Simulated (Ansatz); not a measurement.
```yaml
crystal:
  periodic: [false, false, false]
  atoms:
    - {symbol: Ga, position_ang: [0.431903, 0.748882, 0.007868]}
    - {symbol: H, position_ang: [1.900646, 0.693908, 0.512908]}
    - {symbol: H, position_ang: [-0.346740, 2.000277, -0.485150]}
    - {symbol: N, position_ang: [-0.473702, -0.821198, -0.008198]}
    - {symbol: H, position_ang: [-1.427926, -0.920201, -0.314608]}
    - {symbol: H, position_ang: [-0.084181, -1.701667, 0.287180]}
basis:
  gaussian: {orbitals: def2-SVP}
hamiltonian: {xc: {name: B97}}
scf: {omitted_lower_state_checks: [starts]}
output: {forces: true}
```

```sh
$ ansatz run in.yaml --threads 4 --pin off --events-out ev --progress --plain --max-ram 3916MiB
```

Output, abridged:

```
Functional definition: B97
675 factors; integrals over basis functions are off by at most 1.0e-3 eV
mean field evaluation 1: about -53915.6015 eV, gradient 5.8e1 eV
mean field evaluation 2: about -53886.7556 eV, gradient 1.1e2 eV
mean field evaluation 4: about -53922.3027 eV, gradient 4.6e0 eV
mean field evaluation 8: about -53922.3710 eV, gradient 3.0e-1 eV
mean field evaluation 16: about -53922.3713 eV, gradient 4.3e-5 eV
mean field -53922.37127794 eV, -1981.6105945683 hartree, gradient 4.3e-5 eV, S^2 0.000000; 0 other end points of the search recorded, 0 dependent functions left out
reference -53922.37130013 eV, -1981.6105953836 hartree; 21, 21 occupied and 45, 45 virtual orbitals, 675 factors
Total energy: -53922.37130013 eV, -1981.6105953836 hartree
Atom 0 at     0.431903     0.748882     0.007868 Å, force     0.015708     0.026828    -0.000191 eV/Å
Atom 1 at     1.900646     0.693908     0.512908 Å, force     0.195598     0.010863     0.065374 eV/Å
Atom 2 at    -0.346740     2.000277    -0.485150 Å, force    -0.088028     0.175633    -0.062954 eV/Å
Atom 3 at    -0.473702    -0.821198    -0.008198 Å, force     0.110833     0.193714     0.001606 eV/Å
Atom 4 at    -1.427926    -0.920201    -0.314608 Å, force    -0.360580    -0.061885    -0.108983 eV/Å
Atom 5 at    -0.084181    -1.701667     0.287180 Å, force     0.126469    -0.345153     0.105148 eV/Å
Dipole moment:    -0.131097    -0.227434    -0.002553 e Å
Checks for a lower state left out: starts
```

Run time 1.1 s (4 threads of Arm Neoverse V2 on a shared host).
